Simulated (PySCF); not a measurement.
# Reading the logs of faulty runs: Al2CFH3

These are calculations, not measurements. They come from PySCF 2.14.0, an open-source quantum chemistry program, on an isolated molecule that a program drew, which may never have been made. The molecule is Al2CFH3 (charge 0, singlet), drawn as the SMILES string `[F][AlH][CH2][Al]`.

Each row is a Hartree-Fock (HF) and frozen-core CCSD(T) single point in the cc-pV(D+d)Z basis, meant for a local HF minimum. Run 1 is clean. Each other run has one planted mistake out of seven kinds, and not every kind appears here: one electron removed, one electron added, multiplicity raised by two, geometry at a saddle point, minimal basis STO-3G, one bond length entered in bohr, all coordinates scaled. The reference is restricted for singlets and unrestricted otherwise, and also for a bond in bohr. Adding or removing an electron swaps singlet and doublet. Electrons count all cores. HOMO and LUMO are orbital energies over both spins, the gradient is its largest component, and the lowest frequency (negative if imaginary) is given only where the gradient is small. Bond lengths are over the 6 bonds as drawn. T1 is the CCSD diagnostic: over 0.02 (restricted) or 0.045 (unrestricted) a single reference is doubtful.

Geometry of the clean run:
```xyz
7
Al2CFH3, angstrom
F     0.6355    5.0039   -1.6395
Al    0.6436    3.3467   -1.5205
C    -0.8096    2.5039   -0.5756
Al   -2.6334    2.2407   -1.3542
H     1.8269    2.6196   -2.2593
H    -1.0126    3.1069    0.3284
H    -0.4827    1.5045   -0.2405
```

```
run,electrons,basis functions,<S^2>,HOMO (eV),LUMO (eV),gradient (hartree/bohr),lowest frequency (cm^-1),mean bond (Å),longest bond (Å),T1,HF (hartree),CCSD(T) (hartree),mistake
1,44,89,0.000,-7.81,1.02,3.3e-05,48,1.5619,2.000,0.0142,-622.95777,-623.44765,no fault
2,43,89,0.782,-15.70,-6.19,2.7e-02,-,1.5619,2.000,0.0181,-622.70160,-623.15915,one electron removed
3,44,89,0.915,-5.96,0.59,3.3e-02,-,1.8586,3.780,0.0500,-622.87317,-623.33816,one bond length entered in bohr
4,44,31,0.000,-3.76,9.56,3.3e-02,-,1.5619,2.000,0.0137,-615.21280,-615.37536,?
5,45,89,0.829,0.10,5.67,2.8e-02,-,1.5619,2.000,0.0340,-622.93617,-623.43623,?
```

**Which mistake was planted in run 4, and what did it cost?**

It has 31 basis functions where the clean run has 89, with the same electrons and geometry. So the mistake is: minimal basis STO-3G. Subtracting run 1 and multiplying by 627.51 kcal/mol a hartree, the energy moved by 4860.0 kcal/mol in HF and 5065.4 kcal/mol in CCSD(T).

**Which mistake was planted in run 5, and what did it cost?**

It counts 45 electrons, one more than the clean run, at the same geometry and basis. So the mistake is: one electron added. Subtracting run 1 and multiplying by 627.51 kcal/mol a hartree, the energy moved by 13.6 kcal/mol in HF and 7.2 kcal/mol in CCSD(T).

Cautions from the logs. Run 3: T1 is over the limit, so its CCSD(T) energy is less reliable; run 5: the HOMO is above zero, so the electron isn't bound and the energy depends on the basis.
